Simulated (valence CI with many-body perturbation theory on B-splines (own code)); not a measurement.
**Co³⁺: key properties**

Level of theory: configuration interaction combined with many-body perturbation theory (CI+MBPT): six valence electrons over a frozen Dirac-Fock core [Ar], radial functions for each j: 7 s, 7 p, 8 d, 6 f, 4 g, 1 h, with the one-electron correlation potential Σ1, the two-electron term Σ2, the three-electron term Σ3, Breit, model QED; selected CI, second order for the rest, scaled by the run's own slope (own B-spline code, finite nucleus).

Set against measurement, 29 paired levels are off by 533 cm⁻¹ on average, the worst by 1638. These come from a selection out of Sugar and Corliss, J. Phys. Chem. Ref. Data 10, 1097 (1981). Levels without a partner in it may be off by more, other configurations by 1,000 to 8,000 cm⁻¹. Among the levels kept, up to 1300 cm⁻¹ of a level comes from second order outside the variational space, and about a tenth of that is noise between levels of different J, which matters for small intervals. Only levels of the ground parity were solved; by the run's estimate the other parity begins above the list, which can be wrong where configurations are misplaced.

Rates and lifetimes use the calculated energies. Strong lines usually hold to 10 to 20 %, long lifetimes can be off by a factor of two.

What is the ground level?

3d6 5D_4, composition 98 % 3d6 5D, g = 1.500.

What is the ionisation energy?

50.194 eV; NIST lists 51.27 ± 0.1 eV (semi-empirical).

How well does LS coupling describe the low levels?

Among the lowest 20 levels the leading LS term, summed over configurations, holds 98 % on average. For single configurations the figures are 97 % in LS and 50 % in jj coupling. Terms mix most in the J = 4 level at 25104 cm⁻¹, where the leading one holds 94 %.

How is the term 5D of the ground level split?

J = 4 at 0.0, J = 3 at 589, J = 2 at 1041, J = 1 at 1335, J = 0 at 1503 cm⁻¹.
